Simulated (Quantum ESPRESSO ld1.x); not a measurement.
The numbers below are computed, except where a source is named.
Bi3+, 80 electrons, occupied as [Hg]. Level of theory: scalar-relativistic Kohn-Sham, LDA (Slater exchange, Perdew-Zunger correlation), spin-polarised, spherical densities, point nucleus (ld1.x of Quantum ESPRESSO 7.5).

Unscreened Slater integrals over Kohn-Sham orbitals (eV). They are taken over the spin-up orbitals.

integral,value
"F0(6s,6s)",12.191
"F0(6s,5d)",14.302
"G2(6s,5d)",3.0377
"F0(6s,5p)",14.906
"G1(6s,5p)",1.2188
"F0(6s,4f)",15.948
"G3(6s,4f)",0.48784
"F0(5d,5d)",20.126
"F2(5d,5d)",10.553
"F4(5d,5d)",7.0655
"F0(5d,5p)",22.400
"F2(5d,5p)",11.364
"G1(5d,5p)",13.894
"G3(5d,5p)",8.6596
"F0(5d,4f)",25.879
"F2(5d,4f)",6.3505
"F4(5d,4f)",2.9924
"G1(5d,4f)",1.9047
"G3(5d,4f)",1.8969
"G5(5d,4f)",1.5494
"F0(5p,5p)",25.832
"F2(5p,5p)",13.926
"F0(5p,4f)",31.894
"F2(5p,4f)",9.8595
"G2(5p,4f)",3.4167
"G4(5p,4f)",2.9945
"F0(4f,4f)",56.242
"F2(4f,4f)",28.358
"F4(4f,4f)",18.155
"F6(4f,4f)",13.171
